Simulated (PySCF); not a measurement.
Calculation: TPSSh-D3(BJ)/def2-TZVP // CAM-B3LYP-D3(BJ)/def2-TZVP (PySCF). Isolated molecules, 0 K electronic values unless said otherwise. One relaxed conformer stands for a flexible species; it need not be the lowest. Excitations are Tamm–Dancoff values on a coarser integration grid. The basis has no diffuse functions, so Rydberg states are missing or too high.

Reference species (SMILES): `C(/C)=C\C(=C)B` (neutral, multiplicity 1).

```yaml
brightest of the four lowest singlets (TDA): 5.99 eV
HOMO: -6.15 eV
```

Changed species: `BC(=C)C(=C)C`.

Predict the effect on the brightest of the four lowest singlets (TDA) and HOMO.

the brightest of the four lowest singlets (TDA) stays essentially unchanged; the HOMO decreases by 0.23 eV, to -6.38 eV.
